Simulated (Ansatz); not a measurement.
`BC(B)(C)O` → 2 B• + 2 C• + 8 H• + O•  (atomization)

Program: Ansatz. Geometries: PBE0-D4/def2-TZVP. ΔE: electronic, gas phase. CBS: MP2 limit from def2 TZ/QZ plus the TZ coupled-cluster correction, frozen cores. This one scheme is used for every species, atoms too. DFT in def2-TZVPP. B3LYP here is the variant with VWN-RPA as its local correlation; programs differ in this. No spin–orbit coupling; open shells (•) take unrestricted orbitals. Spin–orbit coupling would lower the free atoms: a little for B, C, O. Each species was taken in one conformer, which may not be the lowest.

`BC(B)(C)O`:

Z-matrix (Å, degrees):
```
C
C 1 1.561
B 1 1.885 2 53.2
H 1 1.087 2 107.2 3 -126.2
H 1 1.136 2 113.6 3 -13.1
H 1 1.085 2 113.6 3 107.4
B 2 1.513 1 118.8 3 -98.6
O 2 1.403 1 112.8 3 114.3
H 3 1.191 1 107.6 2 118.9
H 3 1.199 1 112.7 2 -105.1
H 7 1.195 2 119.9 1 -167.6
H 7 1.197 2 119.3 1 16.8
H 8 0.961 2 108.9 1 -83.9
```

**Question.** What is ΔE at CCSD(T)/CBS? (Best estimate.)

**Answer.** Ansatz gave: +1146.9 kcal/mol.

**Question.** What do these levels give: PBE0-D4, ωB97X-V, B2PLYP, revPBE, PBE0, B3LYP, LC-ωPBE, MP2/def2-TZVPP, CCSD/def2-TZVPP, CCSD(T)/def2-TZVPP, HF/CBS(def2), MP2/CBS(def2)? (Estimate.)

**Answer.** Ansatz gave: PBE0-D4 1159.5, ωB97X-V 1153.3, B2PLYP 1140.8, revPBE 1129.6, PBE0 1154.8, B3LYP 1144.4, LC-ωPBE 1153.2, MP2/def2-TZVPP 1140.2, CCSD/def2-TZVPP 1106.5, CCSD(T)/def2-TZVPP 1121.8, HF/CBS(def2) 861.9, MP2/CBS(def2) 1165.3 kcal/mol.

Largest T1 diagnostic among the species: 0.014.

From BLYP to BHLYP (50 % exact exchange), in def2-TZVPP and without D4, ΔE moves by −17.2 kcal/mol: exact exchange takes away binding that semilocal exchange gives to molecules. At CCSD(T), def2-SVP lies −47.9 kcal/mol from the extrapolated value and def2-TZVPP −25.1 kcal/mol: correlation converges slowly with the basis, and small sets miss more of it in the bonded molecule than in its fragments.

For atomizations the MP2-based limit and the directly extrapolated one differ by several kJ/mol either way, and by 10 to 25 for some Ge, Se and Sn compounds, so smaller differences from it don't rank the levels.
